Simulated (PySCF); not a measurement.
BFO.

```xyz
3

F      0.0000     0.0000     1.2087
B      0.0000     0.0000    -0.0864
O      0.0000     0.0000    -1.3058
```
Charge 0, spin multiplicity 1.

Geometry optimised at PBE-D3(BJ)/def2-TZVP.

Computed with B3LYP/pcSseg-2 in PySCF. Non-relativistic, no solvent.

Computed absolute GIAO shielding of each atom: isotropic value and principal components (ppm):
| atom | σ(iso) | σ11 | σ22 | σ33 | span |
|---|---|---|---|---|---|
| F1 | 381.6 | 329.5 | 329.5 | 485.6 | 156.1 |
| B2 | 90.6 | 25.0 | 25.0 | 221.7 | 196.7 |
| O3 | 186.2 | 73.3 | 73.3 | 412.0 | 338.7 |
